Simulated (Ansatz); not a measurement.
Stretching the B1–F3 bond in BFH2O (SMILES OBF) (multiplicity 1 held, fragments rigid). Energies count from the point at 1.327 Å.
Geometry at that point (charge 0, multiplicity 1):
```xyz
5

B     -0.356    -0.170    -0.220
H     -1.284    -0.667    -0.780
F     -0.142     1.133    -0.354
O      0.505    -0.861     0.556
H      0.304    -1.799     0.619
```

Restricted levels (R-, RO-) in cc, def2 and unpolarised 6-31G sets keep to the state of the molecule at rest. Unrestricted levels (U-) break spin symmetry where that is lower. Levels need not reach the same state.

Frozen-core correlation.

The values were computed with Ansatz (Gaussian basis) for Hartree–Fock, density functionals and correlated methods. Each number belongs to the level named beside it.

Energies in kcal/mol.

```csv
R (Å),U-PBE/cc-pVTZ,R-wB97X-V/cc-pVTZ,R-MP2/cc-pVTZ,U-SCS-MP2/cc-pVTZ,U-CCSD(T)/cc-pVTZ
1.062,66.0,64.9,64.7,64.8,64.4
1.195,12.7,11.9,11.7,11.8,11.6
1.327,0.0,0.0,0.0,0.0,0.0
1.460,5.7,6.8,7.0,7.0,7.2
1.593,19.2,21.6,22.1,21.9,22.3
1.792,43.6,48.2,49.1,48.8,49.4
1.991,67.5,74.4,75.7,75.3,75.8
2.323,100.6,111.7,113.7,138.2,114.6
2.655,125.0,140.6,143.5,163.3,143.1
3.053,141.8,166.3,170.5,171.6,163.3
3.584,152.3,190.1,195.6,174.4,170.4
4.247,158.0,209.2,214.1,175.2,171.7
```

Doubts at one or more of the structures used: a spin-contaminated determinant (U-PBE/cc-pVTZ, U-SCS-MP2/cc-pVTZ, U-CCSD(T)/cc-pVTZ); a restricted determinant that unrestricted orbitals would lower (R-wB97X-V/cc-pVTZ, R-MP2/cc-pVTZ); T1 above 0.05 (U-CCSD(T)/cc-pVTZ); the program's own flag: other amplitudes (U-CCSD(T)/cc-pVTZ).

Ansatz is a program for electronic structure.
